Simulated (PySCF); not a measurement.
HNaO, SMILES [OH][Na].

Coordinates come from a ωB97X-D3(BJ)/def2-TZVPD optimisation. The isomer is the one that the SMILES or the coordinates give; other isomers of the formula were not compared.

Two levels are set side by side: TDA-PBE/def2-TZVPD (PySCF) and TDA-CAM-B3LYP/def2-TZVPD (PySCF). Vertical, same geometry. The lowest singlet is HOMO−1→LUMO 100 % with PBE and HOMO→LUMO 93 % with the other functional; states are paired by order. Differences are taken from unrounded values.

```
quantity                              TDA-PBE
------------------------------------  -------
lowest singlet excitation (eV)           2.00
lowest triplet excitation (TDA) (eV)     1.92
```

Task: These are the TDA-PBE values. What does TDA-CAM-B3LYP give? (An estimate is asked for; the answer gives what the named calculation found.)

Result: 
| quantity | TDA-CAM-B3LYP | TDA-PBE minus TDA-CAM-B3LYP |
|---|---|---|
| lowest singlet excitation (eV) | 3.21 | -1.21 |
| lowest triplet excitation (TDA) (eV) | 3.13 | -1.21 |

Functionals without exact exchange tend to place singlet excitations lower, as here. Differences between two approximate levels are no errors against the true value.

Rough cost on one machine, each run with all the roots and properties that it gave: TDA-CAM-B3LYP against TDA-PBE within a factor of 2.
